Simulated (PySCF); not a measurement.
**Ionising RuF**

r²SCAN; Ru def2-TZVPPD with ECP28, F def2-TZVPPD; scalar-relativistic core potentials (PySCF 2.14). Neutral (UKS): quartet (σ ↑, π ↑, δ ↑), Re = 1.890 Å, ωe = 581 cm⁻¹, De = 4.22 eV, HOMO -4.37 eV, LUMO -3.39 eV.

RuF⁺ (UKS): quintet (σ ↑, π ↑↑, δ ↑), Re = 1.809 Å, ωe = 706 cm⁻¹, De = 4.08 eV to Ru⁺ (4d7) + F. The energies at the minima are -194.72240 hartree for RuF and -194.43311 for RuF⁺.

**Question.** Work out the adiabatic ionisation energy, without and with harmonic zero-point energies (1 hartree = 27.2114 eV, 1 eV = 8065.5 cm⁻¹), and the change of the bond length.

**Answer.** At r²SCAN: 0.28929 hartree = 7.872 eV between the minima; the zero-point term (706.0 − 581.0)/2 cm⁻¹ = +0.008 eV makes it 7.880 eV. Re changes by -8.1 pm against the neutral. The electron leaves a π orbital; in so polar a molecule the change of length follows mostly from the change of the ionic charges.

RuF⁻ (UKS): quintet (σ ↑, π ↑↑, δ ↑), Re = 1.982 Å, ωe = 480 cm⁻¹, De = 2.57 eV to Ru (4d7 5s1) + F⁻. The energies at the minima are -194.72240 hartree for RuF and -194.78366 for RuF⁻.

**Question.** Work out the adiabatic electron affinity, without and with harmonic zero-point energies (1 hartree = 27.2114 eV, 1 eV = 8065.5 cm⁻¹), and the change of the bond length.

**Answer.** At r²SCAN: 0.06126 hartree = 1.667 eV between the minima; the zero-point term (581.0 − 480.0)/2 cm⁻¹ = +0.006 eV makes it 1.673 eV. Re changes by +9.2 pm against the neutral. More than one orbital changes its filling between the two states.

The metal atom is held in its measured ground configuration; semilocal functionals can put another filling of s and d lower by some tenths of an eV, and De to that atom would be smaller. These are scalar-relativistic numbers at best; spin–orbit coupling would shift them, the dissociation energy most. For an ion De counts to the pair picked by the measured ionisation energies or electron affinities, which need not be the lowest pair at this level. The highest Kohn–Sham level is positive in this anion. Much of that is self-interaction error, but it also means that the finite basis helps to hold the extra electron. With d or f electrons several states lie close, and the lowest PBE0 determinant need not be the measured ground state.
